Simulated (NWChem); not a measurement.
Program: NWChem. System: chlorobenzene (C₆H₅Cl), charge 0, spin multiplicity 1, at a geometry optimised with PBE/def2-SVP. Level: MP2/def2-SVP, 11 core orbitals frozen.

Input file:

```
start mol
memory heap 200 mb stack 900 mb global 1100 mb
geometry units angstroms nocenter noautoz
  Cl     0.000000     0.000000     2.264392
  C      0.000000     0.000000     0.517014
  C      1.222817     0.000000    -0.174988
  C      1.214039     0.000000    -1.578234
  C      0.000000     0.000000    -2.283897
  C     -1.214039     0.000000    -1.578234
  C     -1.222817     0.000000    -0.174988
  H      2.167140     0.000000     0.387633
  H      2.170642     0.000000    -2.122931
  H      0.000000     0.000000    -3.384112
  H     -2.170642     0.000000    -2.122931
  H     -2.167140     0.000000     0.387633
  symmetry group C2v
end
basis spherical
  * library def2-svp
end
scf
  rhf
  nopen 0
  maxiter 100
  thresh 1e-7
  semidirect memsize 60000000 filesize 0
end
mp2
  freeze core 11
end
task mp2 energy
```

Output (cleaned and shortened):

```
             Northwest Computational Chemistry Package (NWChem) 7.3.0
             --------------------------------------------------------

                                NWChem Input Module
                                -------------------

 Scaling coordinates for geometry "geometry" by  1.889725989
 (inverse scale =  0.529177249)

 Turning off AUTOSYM since
 SYMMETRY directive was detected!

                             Geometry "geometry" -> ""
                             -------------------------

 Output coordinates in angstroms (scale by  1.889725989 to convert to a.u.)

  No.       Tag          Charge          X              Y              Z
 ---- ---------------- ---------- -------------- -------------- --------------
    1 Cl                  17.0000     0.00000000     0.00000000     2.26439200
    2 C                    6.0000     0.00000000     0.00000000     0.51701400
    3 C                    6.0000     1.22281700     0.00000000    -0.17498800
    4 C                    6.0000     1.21403900     0.00000000    -1.57823400
    5 C                    6.0000     0.00000000     0.00000000    -2.28389700
    6 C                    6.0000    -1.21403900     0.00000000    -1.57823400
    7 C                    6.0000    -1.22281700     0.00000000    -0.17498800
    8 H                    1.0000     2.16714000     0.00000000     0.38763300
    9 H                    1.0000     2.17064200     0.00000000    -2.12293100
   10 H                    1.0000     0.00000000     0.00000000    -3.38411200
   11 H                    1.0000    -2.17064200     0.00000000    -2.12293100
   12 H                    1.0000    -2.16714000     0.00000000     0.38763300

 Effective nuclear repulsion energy (a.u.)     313.2871920985

            Nuclear Dipole moment (a.u.)
            ----------------------------
        X                 Y               Z
 ---------------- ---------------- ----------------
     0.0000000000     0.0000000000    -0.0000113384

      Symmetry information
      --------------------

 Group name             C2v
 Group number             16
 Group order               4
[...]
     1   1 0 0      0.000000      0.000000      0.000000
     1   0 1 0      0.000000      0.000000      0.000000
     1   0 0 1     -0.744326      0.000000     -0.000011

     2   2 0 0    -31.480720      0.000000    194.431704
     2   1 1 0     -0.000000      0.000000      0.000000
     2   1 0 1      0.000000      0.000000     -0.000000
     2   0 2 0    -38.822390      0.000000      0.000000
     2   0 1 1      0.000000      0.000000      0.000000
     2   0 0 2    -34.488948      0.000000    610.979350

                   NWChem MP2 Semi-direct Energy/Gradient Module
                   ---------------------------------------------

  Basis functions       =    127
  Molecular orbitals    =    127
  Frozen core           =     11
  Frozen virtuals       =      0
  Active alpha occupied =     18
  Active beta occupied  =     18
  Active alpha virtual  =     98
  Active beta virtual   =     98
  Use MO symmetry       = T
  Use skeleton AO sym   = T

  AO/Fock/Back tols     =   1.0D-09  1.0D-09  1.0D-09

 GA uses MA = F    GA memory limited = T

 Available:
  local mem=  1.26D+08
 global mem=  1.44D+08
 local disk=  0.00D+00
  mp2_memr nvloc                    98
  nvloc new                    98
   1 passes of  18:        3145728                      77885                  45885292.
   1 passes of  18: M    126132058           G      144146942           F     122986330.

 Semi-direct pass number   1 of   1  for RHF alpha+beta  at        2.6s
  vrange nnbf                  7646
  mp2_eaftype                   175  avail_ma_in_mb                  1099
 EAF : mp2_eaftype filesize         175   22942646.
  mp2_eaf for mointskh                    175
Node 0 wrote    107.9 Mb in      0.2 s     Agg I/O rate:   649.3 Mb/s
 Done moints_semi at        7.2s
  mp2_eaftype                   175  avail_ma_in_mb                   924
 EAF : mp2_eaftype filesize         175   22942646.
  mp2_eaf for kh                   175
 Done maket at        7.5s
 Done multipass loop at        7.5s

          -------------------------------------------
          SCF energy                -689.301187956996
          Correlation energy          -0.914745149843
          Singlet pairs               -0.551754404568
          Triplet pairs               -0.362990745275
          Total MP2 energy          -690.215933106838
          -------------------------------------------

          ---------------------------------------------------
                    Spin Component Scaled (SCS) MP2
          Same spin pairs                     -0.241993830183
          Same spin scaling factor             0.333333333333
          Opposite spin pairs                 -0.672751319659
          Opposite spin scaling fact.          1.200000000000
          SCS-MP2 correlation energy          -0.887966193652
          Total SCS-MP2 energy              -690.189154150648
          ---------------------------------------------------

 -----------------------
 Performance information
 -----------------------

 Timer overhead =  9.61D-08 seconds/call

               Nr. of calls         CPU time (s)                 Wall time (s)                GFlops
             ---------------    -------------------     ------------------------------   -------------------
Name         Min   Avg   Max    Min     Avg     Max     Min     Avg     Max   Mx/calls   Min     Max     Sum
mp2: moin     1     1     1    4.6     4.6     4.6      4.6     4.6     4.6     4.6      0.0     0.0     0.0
mp2: make     1     1     1   0.31    0.31    0.31     0.31    0.31    0.31    0.31      0.0     0.0     0.0
mp2: tota     1     1     1    4.9     4.9     4.9      4.9     4.9     4.9     4.9      0.0     0.0     0.0

 The average no. of pstat calls per process was 3.00D+00
 with a timing overhead of 2.88D-07s

 Task  times  cpu:        7.5s     wall:        7.5s

 Total times  cpu:        7.5s     wall:        7.5s
```
